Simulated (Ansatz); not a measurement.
A run for Ansatz (a first-principles code): U-PBE/cc-pVTZ on BH3Se (SMILES B[SeH]), a point of a bond scan (R = 1.305 Å).

Ansatz 0.2 input:
```yaml
crystal:
  periodic: [false, false, false]
  atoms:
    - {symbol: B, position_ang: [0.45012458, -0.03983348, -1.50253169]}
    - {symbol: H, position_ang: [-0.36310202, -0.61201106, -2.34722363]}
    - {symbol: H, position_ang: [1.48655015, 0.43721308, -1.81939992]}
    - {symbol: Se, position_ang: [-0.13171131, -0.01087557, 0.31515847]}
    - {symbol: H, position_ang: [1.03018385, 0.69171863, 0.88710390]}
basis:
  gaussian:
    orbitals: cc-pVTZ
hamiltonian:
  xc: {name: PBE}
magnetization: {spin_polarized: true, initial_magnetization: 0}
```

Question: Give the final energy of this run.

Answer: -2427.8437 hartree.
